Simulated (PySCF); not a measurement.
Cartesian coordinates (Å):
```xyz
13

Mo    -0.0219     0.1430    -0.0447
Cl     2.0233    -0.0552     1.1410
Cl    -0.6693    -2.0195     0.6819
Cl     0.9863    -0.7964    -1.9746
N      0.5723     2.0012    -0.1653
H      1.3801     2.3555     0.3574
H      0.0975     2.7395    -0.6931
N     -1.4271     0.5497    -1.3411
H     -1.3016     0.4141    -2.3497
H     -2.3337     0.9700    -1.1162
N     -1.2468     0.6676     1.3856
H     -1.8505    -0.0064     1.8680
H     -1.4121     1.6290     1.6979
```
Charge 0, spin multiplicity 1.

Question: Estimate the dipole moment, HOMO–LUMO gap and LUMO that TPSSh-D3(BJ)/def2-TZVP // TPSS-D3(BJ)/def2-SVP in PySCF returns for this input.

Answer: 
| Quantity | Value |
|---|---|
| dipole moment | 7.85 D |
| HOMO–LUMO gap | 2.96 eV |
| LUMO | -4.30 eV |
